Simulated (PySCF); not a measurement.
# Assignment exercise: C6H9NOSi

Atom-mapped SMILES (the numbers label the heavy atoms): `[N:1]#[C:2]/[CH:3]=[CH:4]/[SiH2:5][O:6][CH:7]1[CH2:8][CH2:9]1`. Each H is labelled by its parent atom. Ha(C8), Ha(C9) are cis to O6 on the ring; Hb(C8), Hb(C9) are trans to O6 on the ring.

Theoretical values (PySCF): PBE0/pcSseg-1 with gauge-including orbitals, structure optimised with GFN2-xTB. One conformer, fast rotation and ring inversion assumed for equivalent nuclei, non-relativistic Hamiltonian, gas phase.

Referencing at the same level of theory: $^{13}$C, $^{1}$H vs TMS.

(1) Assign these signals to the numbered atoms. $^{13}$C{$^{1}$H} NMR (computed): δ 165.5 (CH), 122.3 (C), 121.9 (CH), 50.3 (CH), 6.9 (CH2).

(2) Assign these signals to the numbered atoms. $^{1}$H NMR (300 MHz, computed): δ 7.50 (m, 1H), 5.58 (d, 1H), 5.03 (d, 2H), 3.80 (m, 1H), 0.59 (m, 2H), 0.55 (m, 2H).

Answers

(1) 
165.5 → C4, alkene CH
122.3 → C2, nitrile carbon: this is the usual window of a C≡N carbon, which has no attached hydrogen
121.9 → C3, alkene CH: the olefinic region
50.3 → C7, three-membered-ring carbon: pulled downfield by the heteroatom
6.9 → C8/C9, three-membered-ring carbon

C2 and C3 lie closer than the usual error of such a calculation, so a measured spectrum could show them in the other order.

(2) 
| δ (ppm) | atoms | environment | reason |
| --- | --- | --- | --- |
| 7.50 | H(C4) | hydrogen on an alkene CH | olefinic region |
| 5.58 | H(C3) | hydrogen on an alkene CH | – |
| 5.03 | H(Si5) | hydrogen on a silicon bonded to C, O | – |
| 3.80 | H(C7) | hydrogen on a three-membered-ring carbon | its carbon carries O, hence the downfield position |
| 0.59 | Ha(C8)/Ha(C9) | hydrogen on a three-membered-ring carbon | – |
| 0.55 | Hb(C8)/Hb(C9) | hydrogen on a three-membered-ring carbon | – |

Ha(C8)/Ha(C9) and Hb(C8)/Hb(C9) lie closer than the usual error of such a calculation, so a measured spectrum could show them in the other order.

Shifts are as computed. Against solution values, carbons near 30 ppm lie about +3 ppm off and those near 130 ppm about +5 ppm. Of 1211 compounds with measured shifts, 218 miss one by over three times the rms of a fit or turn the order of signals round; such compounds aren't used in these exercises. No couplings were computed; multiplicities are counted from neighbouring protons, with m where these are inequivalent, close in shift, in a saturated or five-membered ring or joined by F or P, and br s for small geminal =CH2 splittings.
